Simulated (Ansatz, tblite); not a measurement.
Cost and result up the ladder for [Au(NH3)2]+ (AuN₂H₆⁺) (9 atoms). Charge 1, multiplicity 1. Geometry: PBE-D4/def2-TZVP.

```xyz
9

Au    0.000    0.000    0.000
N    -1.220    1.661    0.028
H    -1.948    1.604   -0.694
H    -0.686    2.521   -0.142
H    -1.691    1.765    0.933
N     1.220   -1.661   -0.028
H     0.697   -2.514    0.204
H     1.985   -1.575    0.651
H     1.642   -1.801   -0.952
```

Ansatz on 4 threads of Arm Neoverse V1 on a shared host; xTB runs through tblite on one thread. Times are rough, summed over both states, and most runs start from the orbitals of an earlier one. PBE0-D4/def2-TZVP serves as the yardstick here, not as an exact answer. The other state is a triplet.

In the def2 sets Au takes a core potential; there is no spin–orbit coupling. The xTB rows come from tblite.

xTB has no spin-polarisation term.

```csv
level,functions,wall time,vertical triplet (eV),difference from PBE0-D4/def2-TZVP (eV)
GFN2-xTB,23,0.005 s,7.33,1.78
GFN1-xTB,29,0.008 s,4.94,-0.62
PBE-D4/def2-TZVP (with forces),138,2.8 s,5.51,-0.04
PBE0-D4/def2-TZVP,138,3.5 s,5.55,0.00
r2SCAN-D4/def2-TZVP,138,5.4 s,5.62,0.07
```
